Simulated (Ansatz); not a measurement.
`C[O][Cd][NH2]` + HCl → `C[O][Cd][Cl]` + NH₃ at 400 K and 1 bar (ligand exchange at a Cd–N bond).

Isolated molecules relaxed with PBE0-D4/def2-TZVP in Ansatz; ΔE leaves out vibrations. CBS: MP2 limit from def2 TZ/QZ plus the TZ coupled-cluster correction, frozen cores. This one scheme is used for every species. def2 core potentials past Kr. For Cd outer-core shells are correlated without core-valence functions, which leaves a few kJ/mol of doubt a bond. One conformer a species, not always the lowest.

```csv
species,CCSD(T)/CBS energy (Eh),H − E (kJ/mol),S (J/(mol·K))
`C[O][Cd][NH2]`,-338.62994,203.4,379.3
HCl,-460.38127,29.6,195.4
`C[O][Cd][Cl]`,-742.55216,137.5,366.6
NH₃,-56.50880,104.2,203.1
```

H − E and S are ideal-gas, rigid-rotor, harmonic terms from PBE0-D4/def2-TZVP, for one conformer and one mirror image of each species. 1 Eh = 2625.50 kJ/mol, R = 8.31446 J/(mol·K).

Problem. By hand: ΔE, ΔH, ΔS and ΔG.

Solution. ΔE = (-742.55216) + (-56.50880) − (-338.62994) − (-460.38127) = -0.04975 Eh = -130.6 kJ/mol. Δ(H − E) = 137.5 + 104.2 − 203.4 − 29.6 = 8.7, so ΔH = -121.9 kJ/mol. ΔS = 366.6 + 203.1 − 379.3 − 195.4 = -5.0 J/(mol·K). ΔG = -121.9 − 400 × (-5.0)/1000 = -119.9 kJ/mol.

Problem. By hand: the equilibrium constant, and the temperature at which ΔG would vanish if ΔH and ΔS stayed fixed.

Solution. log₁₀ K = −ΔG/(RT ln 10) = 15.7. ΔG = 0 at ΔH/ΔS = 24380 K, far beyond where these terms or the molecules hold.

The number of gas molecules stays the same, so ΔS is small and ΔH decides. A doubt of 5 kJ/mol in ΔE shifts log₁₀ K by 0.7 here. Other conformers and mirror images would add mixing entropy, several J/(mol·K) or more a flexible species. These are equilibria of isolated gas molecules and say nothing of rates. Largest T1 diagnostic: 0.016 (customary marks: 0.02 for closed shells, 0.045 for open ones).
